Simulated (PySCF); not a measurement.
Compound: C6H10O2S2.
Numbering: `[CH3:1][S:2](=[O:3])(=[O:4])[C@H:5]1[CH2:6][CH2:7][C:8](=[S:9])[CH2:10]1` (hydrogens: H11, H12, H13 on C1; H14 on C5; H15, H16 on C6; H17, H18 on C7; H19, H20 on C10)

Method: PBE0-D3(BJ)/def2-SVP geometry optimisation, gas phase (PySCF 2.14.0).

Question: What internal coordinates does the optimisation give?

Answer: 
| bond | length (Å) |
| --- | --- |
| C1–S2 | 1.784 |
| S2=O3 | 1.461 |
| S2=O4 | 1.464 |
| S2–C5 | 1.814 |
| C5–C6 | 1.533 |
| C6–C7 | 1.528 |
| C7–C8 | 1.502 |
| C8=S9 | 1.619 |
| C8–C10 | 1.511 |
| C5–C10 | 1.534 |
| C1–H11, C1–H12, C1–H13 | 1.097 |
| C5–H14 | 1.100 |
| C6–H15 | 1.102 |
| C6–H16 | 1.100 |
| C7–H17 | 1.105 |
| C7–H18 | 1.098 |
| C10–H19 | 1.101 |
| C10–H20 | 1.102 |

Bonds in one row agree within 0.01 Å and their mean is given. A selection of angles:
| angle | degrees |
| --- | --- |
| C1–S2–O3 | 107.3 |
| C1–S2–O4 | 107.6 |
| C1–S2–C5 | 104.8 |
| O3–S2–O4 | 120.3 |
| O3–S2–C5 | 107.4 |
| O4–S2–C5 | 108.4 |
| S2–C5–C6 | 112.0 |
| S2–C5–C10 | 108.0 |
| C6–C5–C10 | 105.4 |
| C5–C6–C7 | 104.2 |
| C6–C7–C8 | 105.1 |
| C7–C8–S9 | 126.6 |
| C7–C8–C10 | 108.4 |
| S9–C8–C10 | 125.0 |
| C5–C10–C8 | 106.3 |

Torsions: C1–S2–C5–C6 76° (synclinal); S2–C5–C6–C7 86° (synclinal); C5–C6–C7–C8 32° (synclinal); C6–C7–C8–S9 158° (antiperiplanar); C7–C8–C10–C5 2° (synperiplanar); S2–C5–C10–C8 -102° (anticlinal).

Of the pairs four or more bonds apart, O4···H17 is among the closest relative to their van der Waals radii: 2.38 Å, 87 % of the sum of Bondi's values. The C–C distances run from 1.502 Å (C7–C8, drawn single) to 1.534 Å (C5–C10, drawn single), a spread of 0.032 Å. S2 (sulfonyl sulfur) is distorted tetrahedral (angles from 104.8° to 120.3°). The C–S distances run from 1.619 Å (C8=S9, drawn double) to 1.814 Å (S2–C5, drawn single), a spread of 0.195 Å. The 5-membered ring C5–C6–C7–C8–C10 has internal angles of 104.2° to 108.4°; it is puckered, 0.14 Å rms from its mean plane, widest ring torsion 32°.

Point group: C1 (no symmetry element, even within 0.4 Å). No frequency check. One conformer, not necessarily the lowest.
